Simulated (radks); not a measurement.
Values are calculated unless marked as measured or tabulated.
Isoelectronic series with 14 electrons, all held in the configuration [Ne] 3s2 3p2, which need not be the ground one along the series. Code: a radial shooting solver on a logarithmic mesh with Libxc functionals. Model: scalar-relativistic Kohn-Sham, PBE, spin-polarised, spherical densities, point nucleus; open shells are filled with parallel spins first (spin-orbit coupling, left out, can overturn this in heavy ions). Total energies (hartree) and mean radii <r> (bohr) (* marks an orbital that is empty in some or all of the ions):

ion    E (hartree)  3p down*   3p up  3s down   3s up
Co13+  -1317.48273    0.6632  0.6609   0.6672  0.6650
Ni14+  -1428.71087    0.6286  0.6266   0.6344  0.6325
Cu15+  -1544.60593    0.5975  0.5957   0.6047  0.6030
Zn16+  -1665.18546    0.5694  0.5677   0.5777  0.5761
Ga17+  -1790.46783    0.5438  0.5423   0.5529  0.5514
Ge18+  -1920.47223    0.5204  0.5190   0.5302  0.5288
As19+  -2055.21872    0.4989  0.4977   0.5092  0.5079
Se20+  -2194.72819    0.4791  0.4780   0.4898  0.4886
Br21+  -2339.02242    0.4609  0.4598   0.4718  0.4707
Kr22+  -2488.12406    0.4439  0.4430   0.4550  0.4540
Rb23+  -2642.05665    0.4282  0.4273   0.4394  0.4384
Sr24+  -2800.84467    0.4135  0.4127   0.4247  0.4238
Zr26+  -3133.08950    0.3870  0.3863   0.3981  0.3973
Nb27+  -3306.60000    0.3749  0.3742   0.3859  0.3852
